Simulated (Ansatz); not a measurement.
A nudged elastic band was laid between two geometries of C4H10BFO (17 atoms, charge 0, multiplicity 1).

Method: RHF/def2-SVP in Ansatz.

- movable images: 7
- climbing image: yes
- spring: 0.5 eV/Å²
- optimiser: quadratic models (default)
- start path: IDPP
- force threshold: 0.05 eV/Å
- iteration limit: 60
- end points: relaxed

First end point:

```xyz
17
Properties=species:S:1:pos:R:3
C -2.094 0.209 -0.564
C -0.940 0.285 0.433
C 0.330 -0.470 0.020
C 0.957 0.038 -1.273
F -0.038 -1.795 -0.207
B 1.379 -0.456 1.223
O 1.961 0.714 1.538
H -1.861 0.717 -1.502
H -2.983 0.686 -0.148
H -2.341 -0.827 -0.792
H -0.671 1.326 0.624
H -1.281 -0.126 1.388
H 0.267 -0.071 -2.110
H 1.238 1.087 -1.178
H 1.855 -0.535 -1.513
H 1.636 -1.457 1.838
H 2.566 0.678 2.262
```

Last end point:

```xyz
17
Properties=species:S:1:pos:R:3
C -2.042 0.296 -0.519
C -0.889 0.462 0.467
C 0.414 -0.242 0.078
C 1.009 0.230 -1.242
F 0.113 -1.605 -0.080
B 1.484 -0.150 1.267
O 1.892 -1.262 1.883
H -1.839 0.778 -1.476
H -2.950 0.746 -0.114
H -2.243 -0.759 -0.707
H -0.671 1.522 0.617
H -1.204 0.076 1.441
H 0.321 0.056 -2.069
H 1.239 1.296 -1.197
H 1.933 -0.308 -1.462
H 1.930 0.906 1.622
H 1.484 -2.043 1.533
```

Q: Which bonds break or form, and what moves?

A: No bond is made or broken. The dihedral C2–C3–B6–O7 goes from -69 to 116°.

Q: What energy profile does the band end with?

A: The forces met the threshold. The highest image is number 4 of 0 to 8, 13.2 kcal/mol above the first end and 15.8 kcal/mol above the last; the last end lies 2.6 kcal/mol below the first. Another band between the same ends (7 images) ends at a top of the same energy, where a vibrational analysis finds 1 clearly imaginary mode.

```
image  path coordinate (Å)  energy (kcal/mol)  dihedral C2–C3–B6–O7 (°)
    0                 0.00                0.0                       -69
    1                 1.39                0.8                      -116
    2                 2.78                2.0                      -163
    3                 4.18                2.0                       153
    4                 5.57               13.2                       141
    5                 5.91                7.9                       137
    6                 6.26                0.3                       130
    7                 6.60               -2.3                       123
    8                 6.94               -2.6                       116
```

Q: What is the geometry of the highest image?

A: 
```xyz
17
Properties=species:S:1:pos:R:3
C -2.119 -0.048 -0.516
C -0.996 0.166 0.495
C 0.407 -0.203 0.006
C 0.878 0.612 -1.196
F 0.362 -1.533 -0.402
B 1.486 -0.076 1.181
O 2.487 -0.977 1.302
H -2.031 0.617 -1.377
H -3.088 0.147 -0.053
H -2.121 -1.075 -0.881
H -0.981 1.208 0.826
H -1.213 -0.431 1.387
H 0.217 0.463 -2.050
H 0.905 1.678 -0.960
H 1.880 0.300 -1.496
H 1.444 0.885 1.911
H 2.463 -1.732 1.864
```

The run took 13 min on 2 threads of Arm Neoverse V2 (shared host), peak memory 0.41 GiB.
